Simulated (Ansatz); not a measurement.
ClH6N3Sn, SMILES `[NH2][Sn]([NH2])([NH2])[Cl]`, relaxed with RKS PBE-D4/def2-SVP in Ansatz 0.2.0 from a rough embedded geometry. The force threshold is 0.03 eV/Å; the program also tests the step.

Total charge 0; spin multiplicity 1. Sn takes the def2 core potential.

Start:

```xyz
11

N     0.474    1.152    1.428
Sn   -0.486    0.216   -0.055
N     0.608    0.433   -1.771
N    -0.715   -1.811    0.385
Cl   -2.641    1.120   -0.338
H     0.586    2.207    1.160
H     1.415    0.783    1.515
H     0.058   -0.157   -2.534
H     1.513   -0.007   -1.668
H    -1.143   -1.821    1.314
H     0.331   -2.116    0.565
```

| step | energy (eV) | largest force (eV/Å) | largest move (Å) |
| --- | --- | --- | --- |
| 1 | -22904.9705 | 3.115 | 0.000 |
| 2 | -22905.3404 | 0.910 | 0.191 |
| 3 | -22905.3902 | 0.271 | 0.070 |
| 4 | -22905.3980 | 0.072 | 0.037 |
| 5 | -22905.3993 | 0.012 | 0.024 |
| 6 | -22905.3997 | 0.032 | 0.028 |
| 7 | -22905.3999 | 0.008 | 0.022 |
| 8 | -22905.4001 | 0.050 | 0.050 |
| 9 | -22905.4003 | 0.025 | 0.012 |
| 10 | -22905.4006 | 0.048 | 0.055 |
| 11 (rejected) | -22905.3810 | 0.920 | 0.198 |
| 13 | -22905.4020 | 0.228 | 0.098 |
| 15 | -22905.4093 | 0.254 | 0.079 |
| 17 | -22905.4181 | 0.082 | 0.088 |
| 19 | -22905.4287 | 0.673 | 0.148 |
| 21 | -22905.4892 | 0.113 | 0.200 |
| 23 | -22905.5118 | 0.129 | 0.200 |
| 25 (rejected) | -22905.4978 | 0.936 | 0.180 |
| 27 | -22905.5278 | 0.256 | 0.096 |
| 29 | -22905.5432 | 0.112 | 0.200 |
| 31 | -22905.5516 | 0.028 | 0.071 |

End:

```xyz
11

N     0.600    1.266    1.423
Sn   -0.280    0.117   -0.025
N     1.036    0.071   -1.621
N    -0.737   -1.665    0.880
Cl   -2.377    1.015   -0.758
H    -0.108    1.737    2.003
H     1.169    2.004    0.985
H     0.715    0.739   -2.338
H     0.992   -0.855   -2.071
H     0.109   -2.074    1.301
H    -1.121   -2.355    0.221
```

Hardware: 8 threads of an Arm Neoverse V1 on a shared host. Wall time 26 s, peak host memory 0.19 GiB.
